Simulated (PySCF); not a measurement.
Two-dimensional NMR puzzle

Compound of formula C7H7F. Correlations simulated from computed shifts and the bond graph:

HSQC (one-bond C–H):
```csv
δH,δC
4.82,79.0
2.12,10.1
1.61,14.8
1.34,72.9
1.27,20.2
1.03,20.2
1.02,14.8
```

COSY cross peaks (H two or three bonds apart, from the bond graph; peaks can be absent where the dihedral angle is near 90°):
```csv
δH,δH
4.82,1.61
4.82,1.02
2.12,1.27
2.12,1.03
1.61,1.02
1.27,1.03
```

HMBC (two and three bonds, from the bond graph):
```csv
δH,δC
4.82,"23.7, 20.2, 14.8, 10.1"
2.12,"90.0, 79.0, 72.9, 23.7, 20.2, 14.8"
1.61,"79.0, 23.7, 20.2, 10.1"
1.34,"90.0, 10.1"
1.27,"90.0, 79.0, 23.7, 14.8, 10.1"
1.03,"90.0, 79.0, 23.7, 14.8, 10.1"
1.02,"79.0, 23.7, 20.2, 10.1"
```

Carbons without hydrogens: δ 90.0, 23.7.

All values are calculated (PySCF 2.14): NMR shieldings at PBE0/pcSseg-1/GIAO, coordinates at the GFN2-xTB level. One conformer, non-relativistic, gas phase.

References, each an isolated molecule treated in the same way: TMS for $^{1}$H (31.72 ppm), $^{13}$C (186.93 ppm).

Exchangeable hydrogens are left out of these lists.

Question: Which molecule is this?

Answer: SMILES C#C[C@@H]1C[C@]12C[C@@H]2F.

Atoms are numbered as in `[CH:1]#[C:2][C@@H:3]1[CH2:4][C@:5]12[CH2:6][C@@H:7]2[F:8]`; H(Xn) means a hydrogen on atom n. Ha(C4) is cis to C2 on the ring; Ha(C6) is cis to F8 on the ring; Hb(C4) is trans to C2 on the ring; Hb(C6) is trans to F8 on the ring.

1. δC 90.0 is C2, an alkyne carbon.
2. δC 79.0 is C7, a three-membered-ring carbon (δH 4.82).
3. δC 72.9 is C1, a terminal alkyne carbon (δH 1.34).
4. δC 23.7 is C5, a three-membered-ring carbon.
5. δC 20.2 is C4, a three-membered-ring carbon (δH 1.27, 1.03).
6. δC 14.8 is C6, a three-membered-ring carbon (δH 1.02, 1.61).
7. δC 10.1 is C3, a three-membered-ring carbon (δH 2.12).
8. HMBC from δH 4.82 reaches the proton-free carbon C5.
9. HMBC from δH 2.12 reaches the proton-free carbons C2, C5.
10. HMBC from δH 1.61 reaches the proton-free carbon C5.
11. HMBC from δH 1.34 reaches the proton-free carbon C2.
12. COSY links 4.82–1.61, 4.82–1.02, 2.12–1.27, 2.12–1.03, 1.61–1.02, 1.27–1.03.

The shifts were computed for this structure.

Shifts are as computed. Against solution values, carbons near 30 ppm lie about +3 ppm off and those near 130 ppm about +5 ppm. Of 1211 compounds with measured shifts, 218 miss one by over three times the rms of a fit or turn the order of signals round; such compounds aren't used in these exercises.
